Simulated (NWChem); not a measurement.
Everything below was run with NWChem. System: F6S, charge 0, spin multiplicity 1, displaced from the optimised geometry.

The NWChem input:

```
start mol
memory heap 200 mb stack 900 mb global 1100 mb
geometry units angstroms nocenter noautoz
  F      0.000000     0.000000    -1.612294
  S      0.000000     0.000000     0.000000
  F      1.612293     0.000000     0.000000
  F      0.000000    -1.612292     0.000000
  F     -1.612293     0.000000     0.000000
  F      0.000000     1.612292     0.000000
  F      0.000000     0.000000     1.612294
  symmetry group D2h
end
basis spherical
  * library def2-svp
end
dft
  xc xpbe96 cpbe96
  semidirect memsize 60000000 filesize 0
  iterations 100
  convergence nodiis damp 40
end
task dft gradient
```

The output up to the point where the run's verdict is printed (cleaned and shortened):

```
             Northwest Computational Chemistry Package (NWChem) 7.3.0
             --------------------------------------------------------

                                NWChem Input Module
                                -------------------

 Scaling coordinates for geometry "geometry" by  1.889725989
 (inverse scale =  0.529177249)

 Turning off AUTOSYM since
 SYMMETRY directive was detected!

                             Geometry "geometry" -> ""
                             -------------------------

 Output coordinates in angstroms (scale by  1.889725989 to convert to a.u.)

  No.       Tag          Charge          X              Y              Z
 ---- ---------------- ---------- -------------- -------------- --------------
    1 F                    9.0000     0.00000000     0.00000000    -1.61229400
    2 S                   16.0000     0.00000000     0.00000000     0.00000000
    3 F                    9.0000     1.61229300     0.00000000     0.00000000
    4 F                    9.0000     0.00000000    -1.61229200     0.00000000
    5 F                    9.0000    -1.61229300     0.00000000     0.00000000
    6 F                    9.0000     0.00000000     1.61229200     0.00000000
    7 F                    9.0000     0.00000000     0.00000000     1.61229400

 Effective nuclear repulsion energy (a.u.)     549.0390550059

            Nuclear Dipole moment (a.u.)
            ----------------------------
        X                 Y               Z
 ---------------- ---------------- ----------------
     0.0000000000     0.0000000000     0.0000000000

      Symmetry information
      --------------------

 Group name             D2h
 Group number             26
 Group order               8
 No. of unique centers     4

      Symmetry unique atoms

     1    2    3    4


 Summary of "ao basis" -> "" (spherical)
 ------------------------------------------------------------------------------
       Tag                 Description            Shells   Functions and Types
 ---------------- ------------------------------  ------  ---------------------
 *                          def2-svp                  on all atoms
[...]
 d= 0,ls=0.0         52   -941.0999877623  2.97D+01  2.50D-01               6.2
 d= 0,ls=0.0         53   -970.8418751317 -2.97D+01  2.50D-01               6.3
 d= 0,ls=0.0         54   -941.0999877622  2.97D+01  2.50D-01               6.4
 d= 0,ls=0.0         55   -970.8418751317 -2.97D+01  2.50D-01               6.5
 d= 0,ls=0.0         56   -941.0999877622  2.97D+01  2.50D-01               6.6
 d= 0,ls=0.0         57   -970.8418751317 -2.97D+01  2.50D-01               6.7
 d= 0,ls=0.0         58   -941.0999877622  2.97D+01  2.50D-01               6.8
 d= 0,ls=0.0         59   -970.8418751316 -2.97D+01  2.50D-01               7.0
 d= 0,ls=0.0         60   -941.0999877622  2.97D+01  2.50D-01               7.1
 d= 0,ls=0.0         61   -970.8418751316 -2.97D+01  2.50D-01               7.2
 d= 0,ls=0.0         62   -941.0999877622  2.97D+01  2.50D-01               7.3
 d= 0,ls=0.0         63   -970.8418751316 -2.97D+01  2.50D-01               7.4
 d= 0,ls=0.0         64   -941.0999877622  2.97D+01  2.50D-01               7.5
 d= 0,ls=0.0         65   -970.8418751316 -2.97D+01  2.50D-01               7.6
 d= 0,ls=0.0         66   -941.0999877622  2.97D+01  2.50D-01               7.8
 d= 0,ls=0.0         67   -970.8418751316 -2.97D+01  2.50D-01               7.9
 d= 0,ls=0.0         68   -941.0999877622  2.97D+01  2.50D-01               8.0
 d= 0,ls=0.0         69   -970.8418751316 -2.97D+01  2.50D-01               8.0
 d= 0,ls=0.0         70   -941.0999877622  2.97D+01  2.50D-01               8.1
 d= 0,ls=0.0         71   -970.8418751316 -2.97D+01  2.50D-01               8.2
 d= 0,ls=0.0         72   -941.0999877622  2.97D+01  2.50D-01               8.3
 d= 0,ls=0.0         73   -970.8418751316 -2.97D+01  2.50D-01               8.4
 d= 0,ls=0.0         74   -941.0999877622  2.97D+01  2.50D-01               8.4
 d= 0,ls=0.0         75   -970.8418751316 -2.97D+01  2.50D-01               8.5
 d= 0,ls=0.0         76   -941.0999877622  2.97D+01  2.50D-01               8.6
 d= 0,ls=0.0         77   -970.8418751316 -2.97D+01  2.50D-01               8.7
 d= 0,ls=0.0         78   -941.0999877622  2.97D+01  2.50D-01               8.7
 d= 0,ls=0.0         79   -970.8418751316 -2.97D+01  2.50D-01               8.8
 d= 0,ls=0.0         80   -941.0999877622  2.97D+01  2.50D-01               8.9
 d= 0,ls=0.0         81   -970.8418751316 -2.97D+01  2.50D-01               8.9
 d= 0,ls=0.0         82   -941.0999877622  2.97D+01  2.50D-01               9.0
 d= 0,ls=0.0         83   -970.8418751316 -2.97D+01  2.50D-01               9.1
 d= 0,ls=0.0         84   -941.0999877622  2.97D+01  2.50D-01               9.1
 d= 0,ls=0.0         85   -970.8418751316 -2.97D+01  2.50D-01               9.2
 d= 0,ls=0.0         86   -941.0999877622  2.97D+01  2.50D-01               9.3
 d= 0,ls=0.0         87   -970.8418751316 -2.97D+01  2.50D-01               9.3
 d= 0,ls=0.0         88   -941.0999877622  2.97D+01  2.50D-01               9.4
 d= 0,ls=0.0         89   -970.8418751316 -2.97D+01  2.50D-01               9.5
 d= 0,ls=0.0         90   -941.0999877622  2.97D+01  2.50D-01               9.6
 d= 0,ls=0.0         91   -970.8418751316 -2.97D+01  2.50D-01               9.7
 d= 0,ls=0.0         92   -941.0999877622  2.97D+01  2.50D-01               9.7
 d= 0,ls=0.0         93   -970.8418751316 -2.97D+01  2.50D-01               9.8
 d= 0,ls=0.0         94   -941.0999877622  2.97D+01  2.50D-01               9.9
 d= 0,ls=0.0         95   -970.8418751316 -2.97D+01  2.50D-01              10.0
 d= 0,ls=0.0         96   -941.0999877622  2.97D+01  2.50D-01              10.1
 d= 0,ls=0.0         97   -970.8418751316 -2.97D+01  2.50D-01              10.1
 d= 0,ls=0.0         98   -941.0999877622  2.97D+01  2.50D-01              10.2
 d= 0,ls=0.0         99   -970.8418751316 -2.97D+01  2.50D-01              10.3
 d= 0,ls=0.0        100   -941.0999877622  2.97D+01  2.50D-01              10.4
```

Convergence was not reached. The next line reads: Calculation failed to converge. NWChem stopped with the message: dft gradient failed.
